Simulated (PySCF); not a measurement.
## Si⁺: excitation energy

Si⁺ [Ne] 3s2 3p1 (2P) → Si⁺ [Ne] 3s1 3p2 (4P), as a difference of total energies. Computed with PySCF 2.14 in dyall-av3z (19s12p3d2f, 84 functions), with scalar relativity by spin-free X2C-1e. Correlated levels: valence: [Ne] frozen; virtual orbitals above 40 to 60 times the deepest correlated orbital energy dropped. The calculations carry no spin-orbit coupling.

```
           method  excitation energy (eV)
              UHF                   3.926
    MP2 (valence)                   4.799
SCS-MP2 (valence)                   5.146
   CCSD (valence)                   5.117
CCSD(T) (valence)                   5.145
```

**Question.** How much does correlation contribute at CCSD(T) (valence)?

**Answer.** 5.145 − (3.926) = 1.219 eV, measured against UHF.

Errors of the correlated levels include the incompleteness of this basis and the frozen core.

For comparison: 5.308 eV (measured; NIST levels, between the centres of gravity of the two terms).
